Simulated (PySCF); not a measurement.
Species: C₇H₇NO.
SMILES with atom numbers: `[CH3:1][C:2](=[O:3])[c:4]1[cH:5][cH:6][cH:7][n:8][cH:9]1` (hydrogens: H10, H11, H12 on C1; H13 on C5; H14 on C6; H15 on C7; H16 on C9)

The same species was optimised twice, with GFN2-xTB and with PBE0-D3(BJ)/def2-SVP (PySCF), and the same property calculations (PySCF, gas phase) were run on both structures.

| coordinate | GFN2-xTB | PBE0-D3(BJ)/def2-SVP | change |
| --- | --- | --- | --- |
| N8–C9 (Å) | 1.319 | 1.329 | +0.010 |
| C6–C7 (Å) | 1.388 | 1.397 | +0.009 |
| C2–C4 (Å) | 1.489 | 1.497 | +0.008 |
| C7–N8 (Å) | 1.322 | 1.330 | +0.008 |
| C5–C6 (Å) | 1.382 | 1.387 | +0.005 |
| C4–C9 (Å) | 1.396 | 1.400 | +0.004 |
| C4–C5 (Å) | 1.397 | 1.399 | +0.002 |
| C2=O3 (Å) | 1.210 | 1.211 | +0.001 |
| C1–C2 (Å) | 1.507 | 1.507 | 0.000 |
| C1–C2–C4 (°) | 116.9 | 118.6 | +1.7 |
| O3–C2–C4 (°) | 121.0 | 120.0 | -1.0 |
| C7–N8–C9 (°) | 118.6 | 117.8 | -0.8 |
| C1–C2–O3 (°) | 122.1 | 121.4 | -0.7 |
| C2–C4–C9 (°) | 124.3 | 123.7 | -0.6 |
| C5–C4–C9 (°) | 117.2 | 117.8 | +0.6 |
| C4–C5–C6 (°) | 119.5 | 118.9 | -0.6 |
| C6–C7–N8 (°) | 123.2 | 123.6 | +0.4 |
| C1–C2–C4–C5 (°) | 180 | -179 | +1 |

Rotational constants: A = 3790, B = 1250, C = 945.6 MHz (GFN2-xTB) against A = 3768, B = 1238, C = 937.3 MHz (PBE0-D3(BJ)/def2-SVP).

On the GFN2-xTB structure: HOMO (eV) -7.47 [PBE0/pcSseg-1]; LUMO (eV) -1.97 [PBE0/pcSseg-1]; dipole (D) 0.95 [PBE0/pcSseg-1]; GIAO shielding of C1 (ppm) 158.0 [PBE0/pcSseg-1]; GIAO shielding of C2 (ppm) -13.0 [PBE0/pcSseg-1]; GIAO shielding of O3 (ppm) -320.6 [PBE0/pcSseg-1]; GIAO shielding of C4 (ppm) 52.1 [PBE0/pcSseg-1]; GIAO shielding of C5 (ppm) 44.0 [PBE0/pcSseg-1]; GIAO shielding of C6 (ppm) 58.2 [PBE0/pcSseg-1]; GIAO shielding of C7 (ppm) 27.4 [PBE0/pcSseg-1]; GIAO shielding of N8 (ppm) -90.8 [PBE0/pcSseg-1].

**Question.** What do these properties become on the PBE0-D3(BJ)/def2-SVP structure?

**Answer.** 
| property | level | on GFN2-xTB | on PBE0-D3(BJ)/def2-SVP | change |
| --- | --- | --- | --- | --- |
| HOMO (eV) | PBE0/pcSseg-1 | -7.47 | -7.50 | -0.03 |
| LUMO (eV) | PBE0/pcSseg-1 | -1.97 | -1.97 | 0.00 |
| dipole (D) | PBE0/pcSseg-1 | 0.95 | 0.86 | -0.09 |
| energy, GFN2-xTB geometry as zero (kcal/mol) | PBE0/pcSseg-1 | 0.0 | -0.4 | -0.4 |
| GIAO shielding of C1 (ppm) | PBE0/pcSseg-1 | 158.0 | 156.8 | -1.2 |
| GIAO shielding of C2 (ppm) | PBE0/pcSseg-1 | -13.0 | -13.5 | -0.5 |
| GIAO shielding of O3 (ppm) | PBE0/pcSseg-1 | -320.6 | -326.0 | -5.4 |
| GIAO shielding of C4 (ppm) | PBE0/pcSseg-1 | 52.1 | 50.4 | -1.7 |
| GIAO shielding of C5 (ppm) | PBE0/pcSseg-1 | 44.0 | 42.9 | -1.1 |
| GIAO shielding of C6 (ppm) | PBE0/pcSseg-1 | 58.2 | 55.9 | -2.3 |
| GIAO shielding of C7 (ppm) | PBE0/pcSseg-1 | 27.4 | 24.8 | -2.6 |
| GIAO shielding of N8 (ppm) | PBE0/pcSseg-1 | -90.8 | -94.3 | -3.5 |

The heavy atoms differ by 0.018 Å rms after alignment. Among bonds between heavy atoms C6–C7 and N8–C9 change most and about equally (+0.009 to +0.010 Å). Changes are differences of the printed values. Neither structure is proved a minimum here.

Shape of the structure used: `[CH3:1][C:2](=[O:3])[c:4]1[cH:5][cH:6][cH:7][n:8][cH:9]1`: C1–C2–C4–C5 -179°.
